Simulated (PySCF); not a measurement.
Fill in the blanks.

Species: C7H13P.
SMILES: `CC1=C(C)CP(C)C1`

```tsv
property	level	value
point group	PBE0-D3(BJ)/def2-SVP	Cs
rotational constants A, B, C	PBE0-D3(BJ)/def2-SVP	?
dipole moment	CAM-B3LYP/def2-SVPD	1.54 D
HOMO energy	CAM-B3LYP/def2-SVPD	-7.75 eV
LUMO energy	CAM-B3LYP/def2-SVPD	1.24 eV
lowest singlet excitation	TDDFT CAM-B3LYP/def2-SVPD	?
strongest line among the 10 lowest singlet transitions	TDDFT CAM-B3LYP/def2-SVPD	?
lowest triplet excitation (Tamm–Dancoff)	TDA CAM-B3LYP/def2-SVPD	4.15 eV
static isotropic polarisability	CAM-B3LYP/def2-SVPD	107.4 au
vertical ionisation energy	ΔSCF CAM-B3LYP/def2-SVPD	8.37 eV
electronic spatial extent ⟨r²⟩ about the centre of nuclear charge	CAM-B3LYP/def2-SVPD	1253 bohr²
13C chemical shifts (computed TMS as zero) by class	GIAO PBE/pcSseg-1	?
1H chemical shifts (computed TMS as zero) by class	GIAO PBE/pcSseg-1	2.24 (4 H), 1.81 (6 H), 0.73 (3 H) ppm
isotropic shieldings of nuclei other than C and H, by class	GIAO PBE/pcSseg-1	?
```

Electronic properties: PySCF, gas phase, density fitting. Isolated species at its PBE0-D3(BJ)/def2-SVP geometry (one conformer only). NMR classes are plain means over equivalent atoms (diastereotopic ones count apart unless rotation or inversion swaps them), as if these changed places fast; in this geometry the members of some classes differ.

Q: The rotational constants A, B, C?

A: 2.473, 1.362, 1.075 GHz.

Q: The isotropic shieldings of nuclei other than C and H, by class?

A: 354 (1 P) ppm.

Q: The lowest singlet excitation?

A: 6.22 eV (199 nm, f = 0.007).

Q: Give the 13C chemical shifts (computed TMS as zero) by class.

A: 135.9 (2 C), 46.0 (2 C), 19.3 (2 C), 15.8 (1 C) ppm.

Q: The strongest line among the 10 lowest singlet transitions?

A: S6 at 6.82 eV (182 nm, f = 0.211).

The rotational constants make it an asymmetric top with κ = (2B − A − C)/(A − C) = -0.59, nearer the prolate limit (−1). The 10 singlets span 6.22 to 7.30 eV, and their oscillator strengths add up to 0.62. No computed singlet falls in the visible range (750 to 380 nm, 1.65 to 3.26 eV); S1 lies 2.96 eV above its blue end. The ΔSCF ionisation energy exceeds −ε(HOMO) by 0.62 eV with CAM-B3LYP; the lowest state found was started with its hole in HOMO−1. The polarisability is 15.92 Å³ as a volume (1 au = 0.148185 Å³), or 1.53 au for each of the 70 electrons.
